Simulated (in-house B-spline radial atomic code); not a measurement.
Configurations of Cr V (Cr4+), with energies counted from [Ar] 3d2. Computed with a radial B-spline atomic code at the basis-set limit: non-relativistic CAM-B3LYP, spin-polarised, spherical fractional occupations, exact exchange averaged over the configuration, point nucleus. Shells without spins written out take the highest spin.

Occupations are held fixed; configurations that lie above the ionisation limit could autoionise.

```
       configuration  E - E(ref) (eV)  highest orbital  its <r> (bohr)
        [Ar] 3d1 4s1            20.57            4s up           2.164
        [Ar] 3d1 4f1           47.317            4f up           3.324
[Ne] 3s2 3p5 3d2 4p1           70.499            4p up           2.353
```

Problem. Order these further configurations by energy, lowest first.
A. [Ar] 3d1 4p1
B. [Ne] 3s2 3p5 3d2 4f1
C. [Ne] 3s2 3p5 3d3
D. [Ne] 3s2 3p5 3d2 4s1

Solution. A (28.098 eV), C (41.153 eV), D (62.919 eV), B (89.893 eV).
